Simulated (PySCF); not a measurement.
Spectroscopy problems

- coordinates at the GFN2-xTB level
- NMR shieldings at PBE0/pcSseg-1/GIAO
- run in PySCF
- single conformer, averaged over atoms made equivalent by symmetry, fast rotation or ring inversion, relativity neglected, no solvent

References, each an isolated molecule treated in the same way: 1H (σ = 31.72 ppm) and 13C (σ = 186.93 ppm) vs TMS. Splittings of carbon signals by F and P are missing where no couplings were computed. Where no couplings were computed, multiplicities follow the n + 1 count of equivalent neighbours, and m marks all less simple cases (inequivalent or close neighbours, rings, F or P nearby). Acid and N–H amide carbonyl carbons lie up to 10 ppm further downfield in solution (hydrogen bonding). Shifts are as computed. Against solution values, carbons near 30 ppm lie about +3 ppm off and those near 130 ppm about +5 ppm. Of 1211 compounds with measured shifts, 218 miss one by over three times the rms of a fit or turn the order of signals round; such compounds aren't used in these exercises. OH and NH positions are gas-phase values without hydrogen bonding to other molecules.

(1) C$_{6}$H$_{8}$F$_{2}$O$_{2}$. 1H NMR (400 MHz, computed): δ 3.68 (s, 3H), 1.92 (m, 1H), 1.66 (s, 3H), 1.60 (m, 1H). 13C{1H} NMR (computed): δ 171.9 (C), 81.2 (C), 74.0 (C), 57.8 (CH3), 35.0 (CH2), 14.8 (CH3). Give a structure.

(2) C$_{5}$H$_{6}$O$_{2}$. 1H NMR (600 MHz, computed): δ 7.37 (t, 1H), 5.98 (br s, 1H), 2.82 (m, 2H), 2.52 (m, 2H). 13C{1H} NMR (computed): δ 165.8 (C), 162.2 (CH), 145.2 (C), 32.0 (CH2), 29.0 (CH2). Identify the compound.

## Answers

(1) SMILES CO[C@@]1(C)C[C@]1(F)C(=O)F. Rings plus π bonds: 2 (1 ring in the answer). 6 carbon signals for 6 carbons: no two carbons are equivalent. Carbon types of the structure: 3 × C, 1 × CH2, 2 × CH3, which accounts for all hydrogens. δC 171.9: carbonyl carbon. δC 81.2, 74.0, 35.0: three-membered-ring carbon. δC 57.8: methyl carbon bonded to O; deshielded by the electronegative neighbour. δH 3.68: hydrogen on a methyl carbon bonded to O; its carbon carries O, which withdraws density.

This is the structure that produced the data.

(2) SMILES C1=C(C(=O)O)CC1. The formula gives 3 degrees of unsaturation (1 ring in the answer). 5 carbon signals for 5 carbons: no two carbons are equivalent. Carbon types of the structure: 2 × C, 1 × CH, 2 × CH2, leaving 1 H on heteroatoms. δC 165.8: carboxylic acid carbon; it is a carbonyl in resonance with an O or N lone pair, the region of acids, esters and amides. δC 162.2: β carbon of a C=C–C=O unit; conjugation with the carbonyl draws π density from the β position. δC 145.2: α carbon of a C=C–C=O unit; an sp2 carbon of a C=C bond. δH 7.37: hydrogen on a β carbon of a C=C–C=O unit; a vinylic proton, deshielded by the sp2 carbon and the C=C anisotropy.

The shifts were computed for this structure.
